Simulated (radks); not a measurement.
Question: Neutral magnesium, [Ne] 3s2. All-electron calculation, non-relativistic Kohn-Sham, PBE, spin-polarised, spherical densities, point nucleus. Program: a radial shooting solver on a logarithmic mesh with Libxc functionals. Every spin shell is full or empty, so the densities are truly spherical. Functionals are evaluated on that one density, not self-consistently. Rank these exchange functionals by their error against the exact value of the orbitals, and give that value: LDA, revPBE, RPBE, WC, AM05, B86b, EV93, APBE, TPSS, revTPSS, SCAN, r2SCAN, MS2.

Answer: Exact: -15.9554 hartree. From best to worst, with 100 (|E| - |E exact|)/|E exact| (equal figures are ties): revPBE +0.13, r2SCAN +0.15, revTPSS -0.16, B86b +0.30, RPBE +0.31, SCAN +0.35, MS2 +0.36, TPSS +0.46, APBE +0.86, WC -1.60, EV93 +1.93, AM05 -7.33, LDA -8.53.
